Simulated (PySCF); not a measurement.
## `c1csc([SiH]2OCCO2)c1` in a uniform electric field

C6H8O2SSi.
Cartesian coordinates in Å at the PBE0-D3(BJ)/def2-SVP level; atoms count from 1:
```xyz
18
C6H8O2SSi angstrom
C      2.5868   -0.2398    0.8214
C      2.9761   -1.3564    0.1237
S      1.6336   -2.3108   -0.3403
C      0.5076   -1.2231    0.3866
Si    -1.3225   -1.4694    0.3713
O     -2.1504   -0.8546   -0.9536
C     -2.7299    0.3853   -0.5985
C     -3.0247    0.3250    0.9045
O     -1.9800   -0.4198    1.5040
C      1.1776   -0.1651    0.9710
H      3.2881    0.4972    1.2154
H      3.9878   -1.6647   -0.1386
H     -1.6725   -2.9041    0.5208
H     -3.6451    0.5484   -1.1894
H     -2.0281    1.2113   -0.8222
H     -3.0657    1.3294    1.3550
H     -3.9950   -0.1725    1.0897
H      0.6546    0.6305    1.5042
```

Level: CAM-B3LYP/def2-SVPD (PySCF); nuclei fixed, core orbitals frozen in the response. Permanent dipole (0.433, 1.440, 0.233) D (1 au = 2.5417 D). Static polarisability (au):

```
x   140.37  -5.81  -0.53
y    -5.81 110.30  12.12
z    -0.53  12.12  88.98
```

Only the terms in μ and α are kept: μ(F) = μ + αF and ΔE = −μ·F − ½ F·αF.

Q: Apply 0.005 au along ±x, ±y and ±z in turn. Tabulate induced and total dipoles and both energy terms.

A: 
```
field along  induced x (D)  induced y (D)  induced z (D)  total size (D)  −μ·F (kJ/mol)  −½F·αF (kJ/mol)
         +x          1.784         -0.074         -0.007           2.614         -2.236           -4.607
         −x         -1.784          0.074          0.007           2.043         +2.236           -4.607
         +y         -0.074          1.402          0.154           2.890         -7.437           -3.620
         −y          0.074         -1.402         -0.154           0.514         +7.437           -3.620
         +z         -0.007          0.154          1.131           2.141         -1.203           -2.920
         −z          0.007         -0.154         -1.131           1.629         +1.203           -2.920
```

Q: For the field (-0.0010, 0.0045, -0.0035) au, what is the induced dipole, and what angle does it make with the field?

A: αF = (-0.419, 1.169, -0.652) D, at 11.3° to the field. The polarisability along this direction, F·αF/F², is 93.46 au, against a mean of 113.22 au.

Q: Which field along μ doubles the dipole in that direction (linear response)?

A: The polarisability along the dipole is 112.57 au, so F = 0.5987 au / 112.57 au = 0.0053 au = 0.27 V/Å; higher-order terms are ignored.

Q: What field makes μF equal to kT at 298 K?

A: kT = 0.9437 × 10⁻³ Eh, so F = 0.00158 au = 8.11 MV/cm.

Q: A unit point charge sits 9 Å away. Estimate the induction energy −αe²/2R⁴ with the mean polarisability, treating the molecule as a point.

A: R = 17.01 bohr, so the energy is −113.2/(2 × 17.01⁴) Eh = -1.78 kJ/mol. The charge–dipole term at its most favourable orientation, −μe/R², is -5.43 kJ/mol.

The structure is a single PBE0-D3(BJ)/def2-SVP conformer in the gas phase; no vibrational or solvent corrections.
